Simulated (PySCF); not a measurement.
# Electron correlation in Nb⁺ (niobium, charge +1)

[Kr] 4d4, high-spin 5D determinant. Calculation: PySCF 2.14, in aug-cc-pVTZ-PP with ECP28MDF (6s6p5d3f2g, 88 functions); a scalar-relativistic core potential. Frozen: 4s2 4p6; 4 electrons correlated.

```json
{"level": "CCSD", "correlation energy (mhartree)": "-41.18"}
{"level": "(T)", "correlation energy (mhartree)": "-0.64"}
{"level": "CCSD(T)", "correlation energy (mhartree)": "-41.82"}
```

Diagnostics: T1 = 0.0036, D1 = 0.0058, largest double amplitude 0.023.

Cost of the coupled-cluster step: roughly 11 core-seconds, for 4 correlated electrons.
